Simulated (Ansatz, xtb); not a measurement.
Relative energy of two isomers of C4H6N2O

Structure a: `COc1c[nH]cn1`, a singlet. Structure b: `COc1ncc[nH]1`, a singlet. Both are isolated molecules in the gas phase, relaxed with r2SCAN-D4/def2-SVP; the shapes shown needn't be the lowest conformers.

a (Å):

```csv
atom,x (Å),y (Å),z (Å)
C,-0.3731,1.2533,-1.8897
C,0.5554,-0.7333,-1.0818
C,0.8032,-2.0934,-0.9799
C,1.9516,-0.9320,0.5196
N,1.7080,-2.1872,0.0627
N,1.2643,-0.0285,-0.1579
O,-0.2734,-0.1586,-1.9696
H,-1.0811,1.5533,-2.6731
H,-0.7438,1.5744,-0.9021
H,0.6041,1.7350,-2.0588
H,0.4329,-2.9532,-1.5302
H,2.1130,-3.0457,0.4172
H,2.6347,-0.7284,1.3446
```

b (Å):

```xyz
13

C    -0.6771    1.1291   -1.7313
C     0.9158   -0.3216   -0.8688
C     0.8284   -2.3469   -0.2166
C     2.1331   -1.9579   -0.0340
N     0.0730   -1.3156   -0.7399
N     2.1764   -0.6369   -0.4627
O     0.6721    0.9061   -1.3349
H    -0.9672    0.4337   -2.5346
H    -0.7222    2.1663   -2.0852
H    -1.3625    0.9802   -0.8822
H     0.3855   -3.3188    0.0004
H     3.0135   -2.4703    0.3467
H     2.9771   -0.0166   -0.4777
```

Quicker runs give these differences E(b) − E(a): GFN2-xTB −0.171 eV; HF/STO-3G −0.198 eV (at GFN2-xTB geometries); r2SCAN-D4/def2-SVP//GFN2-xTB −0.156 eV.

**Question.** Estimate E(b) − E(a) at the level CCSD(T)/def2-SVP + ΔMP2/def2-TZVPP.

**Answer.** Calculated at CCSD(T)/def2-SVP + ΔMP2/def2-TZVPP: E(b) − E(a) = −0.163 eV, so structure b lies lower.

Level by level:

```tsv
level	geometry	E(b) − E(a) (eV)	departure from the last row (eV)	job, with rough time for the two
GFN2-xTB	GFN2-xTB	−0.171	−0.009	optimisation, 0.22 s
HF/STO-3G	GFN2-xTB	−0.198	−0.036	single point, 1 s
r2SCAN-D4/def2-SVP//GFN2-xTB	GFN2-xTB	−0.156	+0.007	single point, 5.9 s
r2SCAN-D4/def2-SVP	r2SCAN-D4/def2-SVP	−0.152	+0.011	optimisation, 34 s
HF/def2-SVP	r2SCAN-D4/def2-SVP	−0.291	−0.128	part of the CCSD(T) run
MP2/def2-SVP	r2SCAN-D4/def2-SVP	−0.155	+0.008	part of the CCSD(T) run
CCSD(T)/def2-SVP	r2SCAN-D4/def2-SVP	−0.174	−0.011	single point
CCSD(T)/def2-SVP + ΔMP2/def2-TZVPP	r2SCAN-D4/def2-SVP	−0.163		single point, 1.8 min
```

As drawn, both hold the same kinds of bond in the same numbers.

None of the levels shown reverses the order. The largest departure from CCSD(T)/def2-SVP + ΔMP2/def2-TZVPP is that of HF/def2-SVP, 0.128 eV. The last row adds to CCSD(T) the change of the MP2 difference between the two basis sets, here +0.011 eV.

With thermal terms from frequencies at re-optimised GFN2-xTB minima (ideal gas, soft modes damped towards free rotors, one conformer each, 298.15 K, 1 atm): on the last row, ΔE + ΔZPE = −0.161, ΔH = −0.160, ΔG = −0.163 eV.

The correlated steps freeze 7 core orbitals. Programs: Ansatz 0.2.0, xtb 6.7.1; the last row on 2 threads of Intel(R) Xeon(R) Processor @ 2.70GHz on a shared host.
